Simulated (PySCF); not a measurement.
**Quadrupolar nuclei of `N#C[SiH2][SiH2][Si@@H](N)S` in NMR**

Compound: CH8N2SSi3.
Geometry (GFN2-xTB, Å), atoms numbered from 1 in this order:
```xyz
15
CH8N2SSi3 angstrom
N     -1.6431    2.8085   -0.6127
C     -1.9318    1.7039   -0.5019
Si    -2.2504   -0.1307   -0.3474
Si    -0.2177   -1.0941   -0.9397
Si     1.6007   -0.1580    0.1545
N      0.9968    1.2079    0.9944
S      2.2745   -1.3897    1.8099
H     -3.4119   -0.3447   -1.2188
H     -2.6903   -0.2956    1.0409
H     -0.3079   -2.5511   -0.7425
H     -0.0209   -0.9400   -2.3918
H      2.8277    0.0575   -0.6293
H      1.4905    1.5587    1.7992
H      0.5573    1.9644    0.4966
H      2.7222   -2.3890    1.0668
```

Computed at PBE0/pcSseg-1 (PySCF, non-relativistic):

| atom | environment | nucleus | spin I | Q (b) | CQ = χzz (MHz) | η |
| --- | --- | --- | --- | --- | --- | --- |
| N1 | cyano nitrogen | 14N | 1 | 0.02044 | -5.379 | 0.007 |
| N6 | silicon-bound nitrogen | 14N | 1 | 0.02044 | -4.402 | 0.231 |
| S7 | sulfur bonded to Si and H | 33S | 3/2 | -0.0678 | 34.926 | 0.681 |

Recover the principal values of the field gradient from CQ = 234.96 MHz × Q × Vzz, η = (Vxx − Vyy)/Vzz and a zero trace.

Vxx = −Vzz(1 − η)/2 and Vyy = −Vzz(1 + η)/2, in au:

| atom | Vxx (au) | Vyy (au) | Vzz (au) | Vzz (10²¹ V/m²) |
| --- | --- | --- | --- | --- |
| N1 | 0.556 | 0.564 | -1.120 | -10.88 |
| N6 | 0.353 | 0.564 | -0.917 | -8.91 |
| S7 | 0.350 | 1.843 | -2.192 | -21.30 |

PQ = |CQ|√(1 + η²/3), νQ = 3|CQ|/[2I(2I − 1)], ν0 = |g|·7.62259 MHz/T·B with g(14N) = 0.40376, g(33S) = 0.42921: values at 14.1 T?

```tsv
atom	PQ (MHz)	νQ (MHz)	ν0 (MHz)	νQ/ν0
N1	5.379	8.069	43.40	0.186
N6	4.441	6.603	43.40	0.152
S7	37.53	17.46	46.13	0.379
```

For N1: PQ = 5.379 × 1.0000, νQ = 5.379 × 1.5000, ν0 = 3.0777 MHz/T × 14.1 T.

For S7 νQ isn't small against ν0, so the high-field expansions of solid-state NMR fail there at this field.

In the extreme-narrowing limit, with isotropic tumbling and one correlation time, the quadrupolar linewidth goes as PQ². What relative widths follow for the 14N sites?

N1 1, N6 0.68, with N1 as 1.

The couplings are those of the rigid, isolated species; surroundings and motion change them. GFN2-xTB bond lengths can be off by several hundredths of an ångström, more for odd bonds, and the gradients follow them. A larger basis could move these couplings by a tenth or more.

One conformer stands for the species.
